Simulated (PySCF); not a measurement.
**C₆ coefficients of unlike pairs at CAM-B3LYP**

Calculated with PySCF 2.14 from the dipole response of each species, C₆(A,B) = (3/π) ∫ α_A(iu) α_B(iu) du, in atomic units, from isotropic polarisabilities. For ions this is the dispersion term alone; charge-induced terms of lower order in 1/R come first.

| species | configuration | basis | relativity | α (bohr³) | C₆ (like pair) |
| --- | --- | --- | --- | --- | --- |
| Se⁺ | [Ar] 3d10 4s2 4p3 (4S) | aug-cc-pVTZ-PP with one added diffuse shell each of s, d, f type with ECP10MDF (7s5p5d3f) | core potential | 14.21 | 86.34 |
| Se⁻ | [Ar] 3d10 4s2 4p5 (2P) | aug-cc-pVTZ-PP with one added diffuse shell each of s, d, f type with ECP10MDF (7s5p5d3f) | core potential | 75.05 | 867.1 |
| Si³⁺ | [Ne] 3s1 (2S) | aug-cc-pV(5+d)Z (8s7p6d4f3g2h) | none | 6.792 | 12.51 |
| S | [Ne] 3s2 3p4 (3P) | def2-QZVPPD (10s7p5d2f1g) | none | 20.18 | 137.9 |

(1) Estimate C₆ for S with Si³⁺.

No spin-orbit coupling is included.

The other pairs:

| pair | C₆ |
| --- | --- |
| S, Se⁻ | 330.5 |
| S, Se⁺ | 108.6 |
| Si³⁺, Se⁺ | 32.11 |
| Si³⁺, Se⁻ | 101.9 |
| Se⁻, Se⁺ | 253.2 |

Results:

(1) The integral gives 41.21. The combination rule 2 C_A C_B / (C_A α_B/α_A + C_B α_A/α_B) gives 41.27 and the geometric mean 41.53.
